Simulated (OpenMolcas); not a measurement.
Ions of charge +3 along the 4d row on the Mg site of MgO

```yaml
Program: OpenMolcas
Method: CASSCF
Spin-orbit_coupling: state interaction with AMFI integrals over the reference wave functions
```

The d shell is active. Each dopant is a cluster with its nearest anions in model potentials and point charges, with no relaxation and no local charge compensation. Distances were set from a Shannon-type radius of the metal (high-spin where two are listed) plus a fixed donor radius (O 1.38 Å), in hosts weighted 0.65 to 0.35 with the host's distance in the model lattice. Ligand basis ANO-RCC-VDZP, DKH2 Hamiltonian. States (labels of O, the rotations of Oh). Energies in cm-1 above the lowest state or level, χT in cm3 K/mol; under a threefold ground state the first gap can be a small split of the lowest multiplet, not the spin-orbit step; 10Dq and B are least-squares fits to the states below 45000 cm-1, weighted by degeneracy, with a free offset, and given where the rms deviation is under 5 % of |10Dq| (or 100 cm-1) and under 700 cm-1. Spin-only χT is S(S+1) / 2 for the spin of the ground state.

| Ion | Shell | R (Å) | Metal basis | Ground state | First state of that spin | 10Dq | B (rms of fit) | First gap with spin-orbit (degeneracies) | χT at 300 K | First state of another spin | Spin-only χT |
| --- | --- | --- | --- | --- | --- | --- | --- | --- | --- | --- | --- |
| Nb3+ | 4d2 | 2.102 | ANO-RCC-VTZP | 3T1 | 3T2 33101 | 34630 | 636 (20) | 11.8 (2, 3) | 0.537 | 1E 8712 | 1.000 |
| Mo3+ | 4d3 | 2.082 | ANO-RCC-VTZP | 4A2 | 4T2 32060 | 31957 | 683 (33) | 12799 (4, 4) | 1.810 | 2E 12827 | 1.875 |
| Ru3+ | 4d5 | 2.076 | ANO-RCC-VTZP | 2T2 | 2T1 23186 | 26771 | 716 (270) | 1776 (2, 4) | 0.578 | 2S+1 = 4: 13336 | 0.375 |
| Rh3+ | 4d6 | 2.066 | ANO-RCC-VTZP | 1A1 | 1T1 23418 | 25404 | 726 (255) | 17106 (1, 2) | 0.021 | 3T1 17555 | 0.000 |
| Pd3+ | 4d7 | 2.128 | ANO-RCC-VTZP | 2E | 20621 | 23140 | 733 (299) | 8691 (4, 2) | 0.441 | 4T1 9847 | 0.375 |

Among the 5 ions with a close fit, |10Dq| is smallest for Pd3+ (23140 cm-1) and largest for Nb3+ (34630 cm-1). The error differs from ion to ion, so this order need not be the real one.

B goes from 636 cm-1 (Nb3+) to 733 cm-1 (Pd3+).

Below the highest spin of the shell: Ru3+, Rh3+, Pd3+. χT departs most from the spin-only value for Nb3+, by -0.463 cm3 K/mol.

Without dynamic correlation the repulsion within the d shell is too large (B by tens of per cent), so at a given field states of lower spin stand too high. With metal d orbitals alone the field can be off either way by tens of per cent. Ligand-to-metal charge-transfer states are missing. With no ligand orbital active B as a rule stays too high, so bands that hang on it stand too high and its fall with covalency is understated. An orbital triplet at a regular site is open to Jahn-Teller coupling, which can distort the site and quench the lowest spin-orbit gaps and is left out (holds for Nb3+; Ru3+). The least metal-like active orbital is 78 % on the metal (Löwdin) and no ligand orbital is active, so the numbers are rough (holds for Nb3+; Mo3+). The least metal-like active orbital is 75 % on the metal (Löwdin) and no ligand orbital is active, so the numbers are rough (holds for Ru3+). The least metal-like active orbital is 72 % on the metal (Löwdin) and no ligand orbital is active, so the numbers are rough (holds for Rh3+). An orbital doublet at a regular site is open to a Jahn-Teller distortion, which this geometry leaves out (holds for Pd3+). This shell can be high or low spin here, a state of another spin lies low, and with metal d orbitals alone active their balance is uncertain, so the ground spin may be wrong, although the usual error favours high spin (holds for Pd3+). The least metal-like active orbital is 66 % on the metal (Löwdin) and no ligand orbital is active, so the numbers are rough, and ground spin, moment and any spin crossover can be artefacts of this space; highly charged d ions in such sites are as a rule low spin (holds for Pd3+). No measured value stands beside these numbers; the geometry was set by hand and not optimised.

A state without a sure symmetry label is named by its multiplicity alone.
